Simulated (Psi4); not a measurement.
Ni (SMILES [Ni]), triplet; B3LYP/aug-cc-pVDZ (Psi4).

The Psi4 input:
```
memory 2 GB

molecule {
0 3
Ni    0.00000000    0.00000000    0.00000000
}

set {
  basis aug-cc-pvdz
  reference uks
}

energy('b3lyp')
print_variables()
```

Problem. What does Psi4 print? Leave out banner, timings and long lists.

Solution. 
```
   => Loading Basis Set <=

    Name: AUG-CC-PVDZ
    Role: ORBITAL
    Keyword: BASIS

         ---------------------------------------------------------
                                   SCF
               by Justin Turney, Rob Parrish, Andy Simmonett
                          and Daniel G. A. Smith
                              UKS Reference
         ---------------------------------------------------------

  ==> Geometry <==

    Molecular point group: d2h
    Geometry (in Angstrom), charge = 0, multiplicity = 3:

       Center              X                  Y                   Z               Mass
    ------------   -----------------  -----------------  -----------------  -----------------
         NI           0.000000000000     0.000000000000     0.000000000000    57.935342410000

  Running in d2h symmetry.

  Rotational constants: A = ************  B = ************  C = ************ [cm^-1]
  Rotational constants: A = ************  B = ************  C = ************ [MHz]
  Nuclear repulsion =    0.000000000000000

  Charge       = 0
  Multiplicity = 3
  Electrons    = 28
  Nalpha       = 15
  Nbeta        = 13

  ==> Algorithm <==

  SCF Algorithm Type is DF.
  DIIS enabled.
  MOM disabled.
  Fractional occupation disabled.
  Guess Type is CORE.
  Energy threshold   = 1.00e-06
  Density threshold  = 1.00e-06
  Integral threshold = 1.00e-12

  ==> Primary Basis <==

  Basis Set: AUG-CC-PVDZ
    Blend: AUG-CC-PVDZ
    Number of shells: 19
    Number of basis functions: 59
    Number of Cartesian functions: 69
    Spherical Harmonics?: true
    Max angular momentum: 3

  ==> DFT Potential <==

   => LibXC <=

    Version 7.1.2
    S. Lehtola, C. Steigemann, M. J. T. Oliveira, and M. A. L. Marques,  SoftwareX 7, 1–5 (2018) (10.1016/j.softx.2017.11.002)

   => Composite Functional: B3LYP <=

    B3LYP Hyb-GGA Exchange-Correlation Functional

    P. J. Stephens, F. J. Devlin, C. F. Chabalowski, and M. J. Frisch,  J. Phys. Chem. 98, 11623 (1994) (10.1021/j100096a001)

    Deriv               =              1
    GGA                 =           TRUE
    Meta                =          FALSE

    Exchange Hybrid     =           TRUE
    MP2 Hybrid          =          FALSE

   => Exchange Functionals <=

    0.0800   Slater exchange
    0.7200         Becke 88

   => Exact (HF) Exchange <=

    0.2000               HF

   => Correlation Functionals <=

    0.1900   Vosko, Wilk & Nusair (VWN5_RPA)
    0.8100   Lee, Yang & Parr

   => LibXC Density Thresholds  <==

    XC_HYB_GGA_XC_B3LYP:  1.00E-15

   => Molecular Quadrature <=

    Radial Scheme          =       TREUTLER
    Pruning Scheme         =           NONE
    Nuclear Scheme         =       TREUTLER

    Blocking Scheme        =         OCTREE
    BS radius alpha        =              1
    Pruning alpha          =              1
    Radial Points          =             75
    Spherical Points       =            302
    Total Points           =          22342
    Total Blocks           =            255
    Max Points             =            254
    Max Functions          =             59
    Weights Tolerance      =       1.00E-15

   => Loading Basis Set <=

    Name: (AUG-CC-PVDZ AUX)
    Role: JKFIT
    Keyword: DF_BASIS_SCF

  ==> Integral Setup <==

  SCF_SUBTYPE=INCORE selected. In-core MEM_DF algorithm will be used.
  Using in-core AOs.

  ==> MemDFJK: Density-Fitted J/K Matrices <==

    J tasked:                   Yes
    K tasked:                   Yes
    wK tasked:                   No
    Algorithm:                 Core
    Schwarz Cutoff:           1E-12
    Mask sparsity (%):       0.0000
    Fitting Condition:        1E-10

   => Auxiliary Basis Set <=

  Basis Set: (AUG-CC-PVDZ AUX)
    Blend: DEF2-UNIVERSAL-JKFIT
    Number of shells: 58
    Number of basis functions: 264
    Number of Cartesian functions: 377
    Spherical Harmonics?: true
    Max angular momentum: 6

  Minimum eigenvalue in the overlap matrix is 1.3717175505E-02.
[...]
   @DF-UKS iter  12: -1508.35492209210838   -1.75529e-04   4.45704e-04 DIIS/ADIIS
   @DF-UKS iter  13: -1508.35488463065485    3.74615e-05   2.30276e-04 DIIS/ADIIS
   @DF-UKS iter  14: -1508.35492066150368   -3.60308e-05   6.93669e-04 DIIS/ADIIS
   @DF-UKS iter  15: -1508.35491216323067    8.49827e-06   7.36389e-04 DIIS/ADIIS
   @DF-UKS iter  16: -1508.35496073614513   -4.85729e-05   4.37829e-04 DIIS/ADIIS
   @DF-UKS iter  17: -1508.35498588958217   -2.51534e-05   1.01458e-04 DIIS/ADIIS
   @DF-UKS iter  18: -1508.35498730461927   -1.41504e-06   1.13192e-05 DIIS
   @DF-UKS iter  19: -1508.35498731168968   -7.07041e-09   1.38830e-05 DIIS
   @DF-UKS iter  20: -1508.35498733217628   -2.04866e-08   5.59735e-06 DIIS
   @DF-UKS iter  21: -1508.35498733076065    1.41563e-09   6.76828e-06 DIIS
   @DF-UKS iter  22: -1508.35498733564600   -4.88535e-09   3.06871e-06 DIIS
   @DF-UKS iter  23: -1508.35498734088901   -5.24301e-09   1.85411e-06 DIIS
   @DF-UKS iter  24: -1508.35498738443152   -4.35425e-08   9.17472e-07 DIIS
  Energy and wave function converged.

  ==> Post-Iterations <==

   Electrons on quadrature grid:
      Nalpha   =   15.0000002282 ; deviation = 2.282e-07
      Nbeta    =   13.0000002281 ; deviation = 2.281e-07
      Ntotal   =   28.0000004563 ; deviation = 4.563e-07

   @Spin Contamination Metric:   3.311654993E-04
   @S^2 Expected:                2.000000000E+00
   @S^2 Observed:                2.000331165E+00
   @S   Expected:                1.000000000E+00
   @S   Observed:                1.000000000E+00

    Orbital Energies [Eh]
    ---------------------

    Alpha Occupied:

[...]
    Alpha Virtual:

[...]
    Beta Occupied:

[...]
       1B3g   -0.194206

    Beta Virtual:

[...]
      10B1u    5.058068

    Final Occupation by Irrep:
             Ag   B1g   B2g   B3g    Au   B1u   B2u   B3u
    DOCC [     4,    1,    1,    1,    0,    2,    2,    2 ]
    SOCC [     2,    0,    0,    0,    0,    0,    0,    0 ]
    NA   [     6,    1,    1,    1,    0,    2,    2,    2 ]
    NB   [     4,    1,    1,    1,    0,    2,    2,    2 ]

  @DF-UKS Final Energy: -1508.35498738443152

   => Energetics <=

    Nuclear Repulsion Energy =              0.0000000000000000
    One-Electron Energy =               -2097.6424881631846802
    Two-Electron Energy =                 640.2221191147800710
    DFT Exchange-Correlation Energy =     -50.9346183360269293
    Empirical Dispersion Energy =           0.0000000000000000
    VV10 Nonlocal Energy =                  0.0000000000000000
    Total Energy =                      -1508.3549873844315243

  UHF NO Occupations:
  HONO-2 :    2B3u 1.9999263
  HONO-1 :    5 Ag 1.0000000
  HONO-0 :    6 Ag 1.0000000
  LUNO+0 :    3B3u 0.0000737
  LUNO+1 :    2B3g 0.0000382
  LUNO+2 :    7 Ag 0.0000381
  LUNO+3 :    8 Ag 0.0000057

Computation Completed

Properties will be evaluated at   0.000000,   0.000000,   0.000000 [a0]

Properties computed using the SCF density matrix

 Multipole Moments:

 ------------------------------------------------------------------------------------
     Multipole            Electronic (a.u.)      Nuclear  (a.u.)        Total (a.u.)
 ------------------------------------------------------------------------------------

 L = 1.  Multiply by 2.5417464519 to convert [e a0] to [Debye]
 Dipole X            :          0.0000000            0.0000000            0.0000000
 Dipole Y            :          0.0000000            0.0000000            0.0000000
 Dipole Z            :          0.0000000            0.0000000            0.0000000
 Magnitude           :                                                    0.0000000

 ------------------------------------------------------------------------------------

  Variable Map:
  ----------------------------------------------------------------------------
[...]
  Array Variable Map:
  ----------------------------------------------------------------------------
[...]
[...]
```
